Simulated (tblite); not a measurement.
C6H11NSSi2.
SMILES with atom numbers: `[CH3:1][C:2](=[S:3])[C:4]1=[CH:5][Si@@H:6]([NH:7][SiH3:8])[CH:9]=[CH:10]1` (hydrogens: H11, H12, H13 on C1; H14 on C5; H15 on Si6; H16 on N7; H17, H18, H19 on Si8; H20 on C9; H21 on C10)

Computed with GFN2-xTB (tblite), gas phase: L-BFGS steps from a force-field or distance-geometry start until the largest atomic force falls under 0.01 eV/Å.

Step 83: E = -763.2903 eV
```
atom  x, y, z in Å  |  force x, y, z in eV/Å
C1      3.5735   -0.2459    0.7432   -0.009   0.001  -0.008
C2      2.7981    0.3372   -0.3942    0.002  -0.042  -0.022
S3      3.5761    1.2280   -1.5307    0.001   0.011   0.015
C4      1.3758    0.0828   -0.4723   -0.007   0.004   0.010
C5      0.6337   -0.4578    0.5219   -0.010   0.000   0.003
Si6    -1.1615   -0.6401   -0.0382    0.011  -0.021   0.012
N7     -2.2406    0.2170    1.0056    0.011   0.045  -0.011
Si8    -3.9763    0.1682    0.9760   -0.003   0.002  -0.005
C9     -0.6837    0.1449   -1.6867    0.005   0.003   0.014
C10     0.6206    0.4269   -1.6855    0.008  -0.005  -0.015
H11     3.2246    0.1602    1.6930   -0.005  -0.002  -0.007
H12     3.4360   -1.3274    0.7660    0.009   0.007   0.034
H13     4.6323   -0.0225    0.6368   -0.017   0.015  -0.026
H14     1.0594   -0.7489    1.4661   -0.003  -0.003   0.000
H15    -1.6111   -2.0279   -0.1238    0.008   0.004  -0.013
H16    -1.8467    1.0426    1.4307   -0.013  -0.023  -0.002
H17    -4.4055    1.0201    2.0848    0.007  -0.014  -0.008
H18    -4.3525   -1.2315    1.1583    0.003   0.000   0.005
H19    -4.5077    0.6595   -0.2995   -0.010   0.010   0.008
H20    -1.3014    0.3527   -2.5448   -0.017   0.001   0.026
H21     1.1478    0.8788   -2.5112    0.030   0.009  -0.010
```

Step 84: E = -763.2906 eV
```
atom  x, y, z in Å  |  force x, y, z in eV/Å
C1      3.5727   -0.2440    0.7449   -0.005  -0.005  -0.008
C2      2.7983    0.3336   -0.3957   -0.005  -0.010  -0.019
S3      3.5774    1.2220   -1.5340   -0.007  -0.004   0.024
C4      1.3753    0.0816   -0.4724   -0.002  -0.001  -0.010
C5      0.6332   -0.4605    0.5211    0.009   0.009   0.003
Si6    -1.1615   -0.6417   -0.0389    0.008   0.004   0.007
N7     -2.2396    0.2175    1.0044   -0.003   0.040  -0.011
Si8    -3.9757    0.1686    0.9768    0.005  -0.005  -0.006
C9     -0.6844    0.1454   -1.6868    0.011   0.002   0.009
C10     0.6201    0.4274   -1.6854    0.010  -0.002  -0.012
H11     3.2216    0.1628    1.6937   -0.008  -0.002  -0.014
H12     3.4383   -1.3258    0.7694    0.008   0.000   0.037
H13     4.6311   -0.0184    0.6398   -0.014   0.015  -0.027
H14     1.0604   -0.7516    1.4644   -0.008  -0.009   0.006
H15    -1.6113   -2.0279   -0.1258    0.000  -0.018  -0.013
H16    -1.8456    1.0443    1.4270   -0.011  -0.022  -0.001
H17    -4.4031    1.0177    2.0882    0.005  -0.011  -0.006
H18    -4.3518   -1.2318    1.1564    0.005   0.003   0.005
H19    -4.5095    0.6621   -0.2967   -0.009   0.011   0.006
H20    -1.3023    0.3538   -2.5450   -0.012   0.001   0.034
H21     1.1477    0.8816   -2.5099    0.022   0.002  -0.004
```

Step 85: E = -763.2909 eV
```
atom  x, y, z in Å  |  force x, y, z in eV/Å
C1      3.5724   -0.2429    0.7457    0.000  -0.006  -0.002
C2      2.7985    0.3298   -0.3974   -0.020   0.015   0.000
S3      3.5774    1.2181   -1.5359   -0.005  -0.008   0.019
C4      1.3749    0.0802   -0.4721    0.001  -0.010  -0.032
C5      0.6328   -0.4628    0.5209    0.025   0.019   0.001
Si6    -1.1614   -0.6430   -0.0390    0.004   0.028  -0.002
N7     -2.2395    0.2187    1.0023   -0.014   0.025  -0.016
Si8    -3.9759    0.1692    0.9769    0.014  -0.012  -0.007
C9     -0.6844    0.1458   -1.6865    0.015   0.002   0.002
C10     0.6202    0.4276   -1.6853    0.007   0.002  -0.008
H11     3.2199    0.1650    1.6937   -0.008   0.001  -0.022
H12     3.4407   -1.3245    0.7730    0.008  -0.011   0.036
H13     4.6302   -0.0148    0.6403   -0.008   0.013  -0.023
H14     1.0611   -0.7539    1.4635   -0.009  -0.015   0.011
H15    -1.6106   -2.0283   -0.1277   -0.008  -0.034  -0.011
H16    -1.8452    1.0449    1.4248   -0.007  -0.013   0.003
H17    -4.4011    1.0162    2.0902    0.002  -0.006   0.000
H18    -4.3516   -1.2316    1.1549    0.007   0.005   0.005
H19    -4.5131    0.6641   -0.2944   -0.008   0.013   0.003
H20    -1.3031    0.3551   -2.5442   -0.007   0.001   0.038
H21     1.1487    0.8841   -2.5085    0.011  -0.007   0.003
```

Step 86: E = -763.2914 eV
```
atom  x, y, z in Å  |  force x, y, z in eV/Å
C1      3.5710   -0.2383    0.7496    0.004  -0.005  -0.005
C2      2.7989    0.3234   -0.4003   -0.012   0.047   0.008
S3      3.5809    1.2024   -1.5454   -0.017  -0.031   0.040
C4      1.3748    0.0778   -0.4730    0.009  -0.022  -0.049
C5      0.6323   -0.4674    0.5187    0.036   0.027   0.000
Si6    -1.1617   -0.6450   -0.0414   -0.001   0.043  -0.011
N7     -2.2396    0.2196    0.9982   -0.017   0.007  -0.022
Si8    -3.9762    0.1700    0.9790    0.019  -0.014  -0.008
C9     -0.6836    0.1471   -1.6874    0.013   0.001  -0.003
C10     0.6211    0.4283   -1.6862    0.002   0.007   0.000
H11     3.2116    0.1706    1.6949   -0.005   0.004  -0.035
H12     3.4468   -1.3209    0.7821    0.011  -0.008   0.030
H13     4.6276   -0.0027    0.6465   -0.012   0.005  -0.016
H14     1.0609   -0.7616    1.4602   -0.009  -0.016   0.013
H15    -1.6110   -2.0297   -0.1328   -0.013  -0.039  -0.009
H16    -1.8437    1.0447    1.4206   -0.004  -0.003   0.007
H17    -4.3950    1.0119    2.0985   -0.001  -0.006   0.003
H18    -4.3504   -1.2320    1.1513    0.007   0.008   0.005
H19    -4.5216    0.6718   -0.2862   -0.003   0.011   0.004
H20    -1.3031    0.3588   -2.5440   -0.005   0.002   0.037
H21     1.1509    0.8881   -2.5074   -0.002  -0.018   0.012
```

**Question.** Estimate the geometry and energy of step 87. (The exact step hangs on the optimiser's Hessian estimate; all steps are aligned on step 86, rigid shifts and turns removed.)

**Answer.** E = -763.2919 eV, largest force 0.064 eV/Å
```
atom  x, y, z in Å  |  force x, y, z in eV/Å
C1      3.5710   -0.2362    0.7509    0.006  -0.002   0.003
C2      2.7991    0.3181   -0.4023   -0.024   0.047   0.037
S3      3.5813    1.1934   -1.5490    0.001  -0.018   0.014
C4      1.3749    0.0751   -0.4734    0.010  -0.034  -0.050
C5      0.6323   -0.4707    0.5180    0.030   0.029   0.000
Si6    -1.1618   -0.6462   -0.0423   -0.003   0.035  -0.018
N7     -2.2410    0.2221    0.9930   -0.012  -0.022  -0.029
Si8    -3.9772    0.1709    0.9793    0.019  -0.012  -0.007
C9     -0.6828    0.1480   -1.6868    0.008   0.002  -0.005
C10     0.6221    0.4282   -1.6861   -0.006   0.010   0.003
H11     3.2080    0.1752    1.6938   -0.002   0.010  -0.034
H12     3.4521   -1.3191    0.7905    0.014  -0.009   0.017
H13     4.6259    0.0057    0.6464   -0.006  -0.007  -0.004
H14     1.0603   -0.7672    1.4590   -0.004  -0.016   0.014
H15    -1.6089   -2.0321   -0.1371   -0.014  -0.025  -0.004
H16    -1.8434    1.0443    1.4180    0.002   0.017   0.014
H17    -4.3902    1.0102    2.1024   -0.007  -0.004   0.011
H18    -4.3490   -1.2319    1.1479    0.004   0.003   0.008
H19    -4.5305    0.6766   -0.2806    0.000   0.013  -0.004
H20    -1.3043    0.3623   -2.5408   -0.004   0.004   0.024
H21     1.1531    0.8905   -2.5052   -0.011  -0.022   0.010
```

The energy changes by -0.0005 eV. The first-order estimate −F·Δx gives -0.0008 eV and the mean of the old and new forces, exact on a quadratic surface, -0.0005 eV. The step makes an angle of 79° with the force vector and moves no atom by more than 0.012 Å.

The cost below is that of the whole relaxation. Time: 3.0 s wall. Hardware: one thread of an Arm Neoverse N1, no GPU, shared host with 64 logical CPUs at a one-minute load of 60.
